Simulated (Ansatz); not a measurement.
Harmonic frequencies (cm⁻¹) at PBE0-D4/def2-TZVP from Ansatz: 2031.

Task: Which molecule is it?
A. `O=[Si]`
B. Br₂
C. `N#N`
D. `[N]=O`•

Result: D.
